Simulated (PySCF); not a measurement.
## Shieldings and the share of exact exchange

Molecule: `CO/C=N\[SiH3]`, C2H7NOSi.

Mapped SMILES: `[CH3:1][O:2]/[CH:3]=[N:4]\[SiH3:5]` (H(Xn): hydrogen on atom n).

GIAO shieldings (ppm, equivalent atoms averaged) in PySCF on the PBE0-D3(BJ)/def2-SVP geometry, basis pcSseg-2, gas phase, non-relativistic:

| functional | exact exchange (%) | σ(C1) | σ(O2) | σ(Si5) |
| --- | --- | --- | --- | --- |
| BLYP | 0 | 118.0 | 113.9 | 393.0 |
| BP86 | 0 | 122.7 | 118.7 | 399.6 |
| PBE | 0 | 123.0 | 117.2 | 400.8 |
| B3LYP | 20 | 123.0 | 129.6 | 403.2 |
| mPW1PW91 | 25 | 128.0 | 135.9 | 412.6 |
| BHandHLYP | 50 | 129.5 | 151.3 | 419.5 |
| HF | 100 | 139.5 | 183.5 | 451.7 |

(1) Fit each shielding as a line in the percentage of exact exchange.

(2) What does the line predict for PBE0 (25 %), and what does the run give?

Results:

(1) σ(C1) = 121.2 + 0.18 x (rms 1.9 ppm); σ(O2) = 117.0 + 0.67 x (rms 1.6 ppm); σ(Si5) = 396.7 + 0.53 x (rms 3.4 ppm). The functionals also differ in their semilocal parts, which the line can't hold; Hartree–Fock has no correlation at all.

(2) σ(C1): 125.7 predicted, 128.6 computed; σ(O2): 133.8 predicted, 136.1 computed; σ(Si5): 409.9 predicted, 413.7 computed ppm.
